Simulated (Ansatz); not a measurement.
Computed with Ansatz on PBE0-D4/def2-TZVP structures; ΔE is electronic, products minus reactants. CBS: MP2 limit from def2 TZ/QZ plus the TZ coupled-cluster correction, frozen cores. This one scheme is used for every species. DFT in def2-TZVPP. For Ga, Ge outer-core shells are correlated without core-valence functions, which leaves a few kJ/mol of doubt a bond. Scalar relativity is left out up to krypton. One conformer a species, not always the lowest.

`C=[CH][GaH][GeH3]` + H₂ → `C=[CH][GaH2]` + GeH₄  (hydrogenolysis of a Ga–Ge bond)

Question: Is it downhill or uphill in electronic energy at CCSD(T)/CBS, and by how much? (Estimate.)

Answer: Ansatz gave: Uphill: ΔE = +24.7 kJ/mol.

Question: What do these levels give: LDA (SPW92), B97M-V, PBE0, r2SCAN0, MP2/CBS(def2), CCSD/CBS(def2)? (Estimate.)

Answer: Ansatz gave: LDA (SPW92) 22.3, B97M-V 3.0, PBE0 18.6, r2SCAN0 19.1, MP2/CBS(def2) 29.3, CCSD/CBS(def2) 20.0 kJ/mol.

Largest T1 diagnostic among the species: 0.013.

The D4 term adds +9.7 kJ/mol with B3LYP and +5.6 kJ/mol with PBE0; it sums over pairs of atoms, weighted by their polarisabilities, and B3LYP, whose exchange is more repulsive, gets the larger term. From PBE to PBE0 (25 % exact exchange), in def2-TZVPP and without D4, ΔE moves by −4.6 kJ/mol. Leaving LDA and LC-ωPBE aside and taking each functional with its dispersion term where it has one, the values, not all of them listed here, spread over 26.6 kJ/mol, from B97M-V to revPBE-D4.

B3LYP here is the variant with VWN-RPA as its local correlation; programs differ in this.
